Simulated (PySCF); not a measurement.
An unknown is described by computed data only.

Formula: C5H7FNO; charge +1.

| Quantity | Value |
| --- | --- |
| NMR, other nuclei | isotropic shieldings of nuclei other than C and H, by class: 38 (1 N), 2 (1 O), 418 (1 F) ppm [GIAO PBE0/pcSseg-1] |
| Triplet | lowest triplet excitation (Tamm–Dancoff): 4.11 eV [TDA PBE0/def2-SVPD] |
| 13C NMR | chemical shifts (computed TMS as zero) by class: 156.1 (1 C), 153.3 (1 C), 134.3 (1 C), 85.8 (1 C), 52.4 (1 C) ppm [GIAO PBE0/pcSseg-1] |
| 1H NMR | chemical shifts (computed TMS as zero) by class: 8.77 (1 H), 8.62 (1 H), 8.25 (1 H), 5.31 (2 H), 4.72 (2 H) ppm [GIAO PBE0/pcSseg-1] |
| Rotational structure | rotational constants A, B, C: 4.792, 1.448, 1.237 GHz [GFN2-xTB] |
| Polarisability | 61.3 au [PBE0/def2-SVPD] |
| UV, strongest line | among the 6 lowest singlet transitions: S4 at 7.67 eV (162 nm, f = 0.186) [TDDFT PBE0/def2-SVPD] |

Gas-phase values; electronic properties from PySCF, density fitting. Levels stand in brackets. NMR shifts are as computed; neighbouring signals can stand in another order in a measured spectrum. Isolated species at its GFN2-xTB geometry (one conformer only). NMR values are class means; diastereotopic atoms form classes of their own.

Q: What is the compound? Reason from the data.

A: Numbering: `[F:1][CH2:2][CH2:3][n+:4]1[cH:5][cH:6][o:7][cH:8]1`. 5 carbons fall into 5 classes; from least to most shielded: aromatic CH next to a ring nitrogen [C8] (156.1 ppm), aromatic CH next to a ring oxygen [C6] (153.3 ppm), aromatic CH next to a ring nitrogen [C5] (134.3 ppm), sp3 C–F carbon [C2] (85.8 ppm), chain sp3 carbon bound to nitrogen [C3] (52.4 ppm). Hydrogen classes from least to most shielded: 1 H on an aromatic CH next to a ring nitrogen, C8 (8.77 ppm), 1 H on an aromatic CH next to a ring oxygen, C6 (8.62 ppm), 1 H on an aromatic CH next to a ring nitrogen, C5 (8.25 ppm), 2 H on an sp3 C–F carbon, C2 (5.31 ppm, a mean of values up to 0.6 ppm apart in this geometry), 2 H on an sp3 carbon bound to nitrogen, C3 (4.72 ppm). The other shieldings belong to: 38 ppm, three-coordinate ring nitrogen [N4]; 2 ppm, ring oxygen [O7]; 418 ppm, alkyl fluorine [F1]. The optimised geometry has point group C1 and is an asymmetric top. Structure: `[n+]1(cocc1)CCF`. Computed isomers that give other values at the same levels: `C[n+]1cocc1CF` (rotational constant A: 3.632 GHz; this holds for the one conformer computed). The assignments are read from this structure; whether some other isomer fits the data as well wasn't checked.

The values belong to the conformer `[F:1][CH2:2][CH2:3][n+:4]1[cH:5][cH:6][o:7][cH:8]1`: F1–C2–C3–N4 -59°, C2–C3–N4–C5 72°.
